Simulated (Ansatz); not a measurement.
Single points on SiHMe2(OSiMe3) (C₅H₁₆OSi₂).

```yaml
crystal:
  periodic: [false, false, false]
  atoms:
    - {symbol: Si, position_ang: [1.117460, 1.369915, -0.285835]}
    - {symbol: H, position_ang: [1.548896, 1.568645, 1.140008]}
    - {symbol: C, position_ang: [2.617079, 1.353614, -1.402064]}
    - {symbol: H, position_ang: [3.170928, 2.304904, -1.345268]}
    - {symbol: H, position_ang: [2.316377, 1.195788, -2.451092]}
    - {symbol: H, position_ang: [3.307589, 0.541321, -1.124159]}
    - {symbol: C, position_ang: [-0.065352, 2.742895, -0.764010]}
    - {symbol: H, position_ang: [0.422456, 3.729881, -0.702560]}
    - {symbol: H, position_ang: [-0.946616, 2.763101, -0.102209]}
    - {symbol: H, position_ang: [-0.423385, 2.605098, -1.798026]}
    - {symbol: O, position_ang: [0.354324, -0.103113, -0.425650]}
    - {symbol: Si, position_ang: [-0.653914, -1.147708, 0.407404]}
    - {symbol: C, position_ang: [0.315500, -1.938105, 1.805001]}
    - {symbol: C, position_ang: [-1.230135, -2.438998, -0.817778]}
    - {symbol: C, position_ang: [-2.110786, -0.179054, 1.091312]}
    - {symbol: H, position_ang: [-0.301499, -2.656007, 2.370697]}
    - {symbol: H, position_ang: [0.680259, -1.178189, 2.515773]}
    - {symbol: H, position_ang: [1.192871, -2.481594, 1.417218]}
    - {symbol: H, position_ang: [-0.371699, -2.978119, -1.250555]}
    - {symbol: H, position_ang: [-1.891159, -3.182268, -0.342350]}
    - {symbol: H, position_ang: [-1.785835, -1.974572, -1.648581]}
    - {symbol: H, position_ang: [-1.777952, 0.593839, 1.804702]}
    - {symbol: H, position_ang: [-2.667266, 0.325273, 0.283909]}
    - {symbol: H, position_ang: [-2.818132, -0.836495, 1.624122]}
basis:
  gaussian: {orbitals: def2-TZVP, initial_orbitals: start.molden}
hamiltonian: {xc: {name: LC-wPBE}}
scf: {omitted_lower_state_checks: [starts]}
output: {orbitals: {seedname: orbitals}}
```

The file start.molden holds the orbitals of an earlier run on this structure, at another level or in another basis.

```sh
$ ansatz run in.yaml --threads 2 --pin off --events-out ev --progress --plain --max-ram 32768MiB --backend cuda --devices 0, --max-vram 18GiB
```

Output, abridged:

```
Functional definition: LC-wPBE
2259 factors; their error is unknown
834 factors; integrals over basis functions are off by at most 1.6e-5 eV
mean field evaluation 1: about -23247.1981 eV, gradient 1.2e1 eV
mean field evaluation 2: about -23247.3774 eV, gradient 2.1e-1 eV
mean field evaluation 4: about -23247.3244 eV, gradient 6.3e-4 eV
mean field -23247.32437650 eV, -854.3234132339 hartree, gradient 1.1e-5 eV, S^2 0.000000; 0 other end points of the search recorded, 0 dependent functions left out
reference -23247.32437651 eV, -854.3234132343 hartree; 41, 41 occupied and 315, 315 virtual orbitals, 2259 factors
Total energy: -23247.32437651 eV, -854.3234132343 hartree
Checks for a lower state left out: starts
```

It took 3.8 s on 2 threads of AMD EPYC 7R13 on a shared host and a share (18 GiB) of an NVIDIA H100 80GB HBM3, peak host memory 0.9 GiB.

First input, but with `gaussian: {orbitals: def2-SVP, initial_orbitals: start.molden}`, `hamiltonian: {xc: pbe, dispersion: d4}` (abridged; 5.5 s):

```
Functional definition: PBE
mean field -23223.56704433 eV, -853.4503473802 hartree, gradient 2.6e-5 eV, S^2 0.000000
Total energy: -23224.17143964 eV, -853.4725584980 hartree
Checks for a lower state left out: starts
```

First input, but with `gaussian: {orbitals: def2-SVP, initial_orbitals: start.molden}`, `hamiltonian: {xc: {name: LC-wPBE, parameters: {omega: 0.2/bohr}}}` (abridged; 6 s):

```
Functional definition: LC-wPBE
mean field -23228.76042899 eV, -853.6412007459 hartree, gradient 1.5e-5 eV, S^2 0.000000
Total energy: -23228.76042903 eV, -853.6412007474 hartree
Checks for a lower state left out: starts
```

As the first input, with `gaussian: {orbitals: def2-SVP, initial_orbitals: start.molden}`, `hamiltonian: {xc: pbe0, dispersion: d4}` (abridged; 4.1 s):

```
Functional definition: PBE0
mean field -23226.69576971 eV, -853.5653259172 hartree, gradient 2.5e-5 eV, S^2 0.000000
Total energy: -23227.21900791 eV, -853.5845545662 hartree
Checks for a lower state left out: starts
```

As the first input, with `hamiltonian: {xc: pbe, dispersion: d4}`, `output: {forces: true, orbitals: {seedname: orbitals}}` (abridged; 6 s):

```
Functional definition: PBE
mean field -23237.96637607 eV, -853.9795130614 hartree, gradient 9.9e-6 eV, S^2 0.000000
Total energy: -23238.57078428 eV, -854.0017246535 hartree
Atom 0 force    -0.183096    -0.252636    -0.022723 eV/Å
Atom 1 force     0.008570     0.002244     0.028052 eV/Å
Atom 2 force     0.098109    -0.047433    -0.079667 eV/Å
Atom 3 force    -0.043226    -0.045197     0.007880 eV/Å
Atom 4 force     0.017604     0.016522     0.065066 eV/Å
Atom 5 force    -0.043112     0.052680    -0.009931 eV/Å
Atom 6 force    -0.098354     0.078934    -0.021180 eV/Å
Atom 7 force    -0.013460    -0.060153    -0.002294 eV/Å
Atom 8 force     0.065441    -0.013861    -0.038283 eV/Å
Atom 9 force     0.031025     0.009268     0.066484 eV/Å
Atom 10 force    -0.015750     0.042239     0.118156 eV/Å
Atom 11 force     0.185517     0.248983    -0.097443 eV/Å
Atom 12 force     0.078682    -0.050358     0.095937 eV/Å
Atom 13 force    -0.020839    -0.079435    -0.122185 eV/Å
Atom 14 force    -0.103838     0.068040     0.051101 eV/Å
Atom 15 force     0.024277     0.042632    -0.041149 eV/Å
Atom 16 force    -0.026808    -0.037722    -0.051218 eV/Å
Atom 17 force    -0.060138     0.032530     0.018449 eV/Å
Atom 18 force    -0.049077     0.028510     0.031684 eV/Å
Atom 19 force     0.040114     0.052140    -0.011432 eV/Å
Atom 20 force     0.028128    -0.023442     0.053335 eV/Å
Atom 21 force    -0.010132    -0.054783    -0.050796 eV/Å
Atom 22 force     0.042017    -0.037146     0.046663 eV/Å
Atom 23 force     0.048345     0.027444    -0.034509 eV/Å
Dipole moment:    -0.071254     0.012641    -0.006226 e Å
Checks for a lower state left out: starts
```

The first input with `gaussian: {orbitals: def2-TZVPD, initial_orbitals: start.molden}`, `hamiltonian: {xc: pbe0, dispersion: d4}` (abridged; 2.9 s):

```
Functional definition: PBE0
mean field -23240.86411281 eV, -854.0860029222 hartree, gradient 1.1e-5 eV, S^2 0.000000
Total energy: -23241.38737064 eV, -854.1052322929 hartree
Checks for a lower state left out: starts
```

As the first input, with `gaussian: {orbitals: STO-3G}`, `hamiltonian: {xc: hf}` (abridged; 1.8 s):

```
Functional definition: HF
mean field -22899.83447789 eV, -841.5533949971 hartree, gradient 4.3e-5 eV, S^2 0.000000
Total energy: -22899.83447789 eV, -841.5533949971 hartree
Checks for a lower state left out: starts
```

Geometry: r2SCAN-D4/def2-SVP.

LC-ωPBE has ω = 0.4 bohr⁻¹.
